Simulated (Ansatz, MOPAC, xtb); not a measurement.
Spectroscopic constants of GeF+, closed-shell singlet (lowest of 2S+1 = 1, 3, 5 at CCSD(T)/def2-TZVPP on PBE0 minima; our sources give no spin for the ground state, which may be another). No spin–orbit coupling. Ge is treated without relativity.

The constants come from a fifth-degree fit in 1/R (seven points, main isotopes). In def2 and cc sets the state is the lowest found near the PBE0 minimum, followed along R. The singlet is held restricted. HF and MP2 rows in def2 and cc sets belong to the determinant that coupled cluster picked by its CCSD energy.

Correlated levels freeze the inner cores; with def2 sets outer-core shells near the valence are correlated too. CBS: X⁻³ extrapolation of the correlation energy, Hartree–Fock from the larger set. The state that AM1, PM3 reach isn't checked.

Run with Ansatz (Gaussian orbitals); MOPAC for AM1, PM3 (differences of heats of formation); xtb for the GFN methods. 

| level | r_e (Å) | ω_e (cm⁻¹) | ω_e x_e (cm⁻¹) |
|---|---|---|---|
| AM1 | 1.610 | 911 | 3.4 |
| PM3 | 1.640 | 806 | 1.2 |
| GFN1-xTB | 1.682 | 566 | 2.4 |
| HF/def2-TZVPP | 1.651 | 871 | 3.3 |
| CAM-B3LYP/def2-TZVPP | 1.675 | 818 | 3.1 |
| wB97M-V/def2-TZVPP | 1.677 | 817 | 3.1 |
| MP2/def2-QZVPP | 1.667 | ___ | 3.1 |
| CCSD(T)/CBS(def2-TZVPP, def2-QZVPP) | ___ | ___ | 3.2 |

Question: Some entries are withheld; supply them.

Answer: 
- CCSD(T)/CBS(def2-TZVPP, def2-QZVPP), r_e (Å): 1.664
- CCSD(T)/CBS(def2-TZVPP, def2-QZVPP), ω_e (cm⁻¹): 823
- MP2/def2-QZVPP, ω_e (cm⁻¹): 821

Ansatz is an electronic-structure program.
